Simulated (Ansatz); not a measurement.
Total energies of AlCl2(NH2) (AlNCl₂H₂) from Ansatz at PBE0-D4/def2-TZVP, gas phase (1 Eh = 27.2114 eV = 2625.5 kJ/mol). The reference geometry is relaxed at PBE0-D4/def2-SVP.

| state | geometry | energy (Eh) |
| --- | --- | --- |
| charge 0 singlet | reference | -1218.55755 |
| charge 1 doublet | reference | -1218.17894 |
| charge 1 doublet | relaxed at PBE0-D4/def2-SVP | -1218.19707 |
| free Al atom (doublet) | – | -242.24894 |
| free Cl atom (doublet) | – | -459.99739 |
| free N atom (quartet) | – | -54.54382 |
| free H atom (doublet) | – | -0.50104 |

Work out the vertical ionisation energy to the doublet.

E(charge 1 doublet) − E(charge 0 singlet) = -1218.17894 − (-1218.55755) = 0.37861 Eh = 10.30 eV. For comparison, −ε of the highest occupied level is 8.01 eV at this level, 2.29 eV less.

How much does the charge 1 doublet relax, and what is the adiabatic ionisation energy?

Relaxation: -1218.17894 − (-1218.19707) = 0.01813 Eh = 0.49 eV. Adiabatic ionisation energy: 0.36048 Eh = 9.81 eV, without zero-point energy. 

What is the binding energy per atom against free atoms?

Atoms: 1 × (-242.24894) + 2 × (-459.99739) + 1 × (-54.54382) + 2 × (-0.50104) = -1217.78962 Eh. Binding: -1217.78962 − (-1218.55755) = 0.76793 Eh = 20.90 eV, or 3.48 eV for each of 6 atoms (no zero-point energy, no counterpoise term).
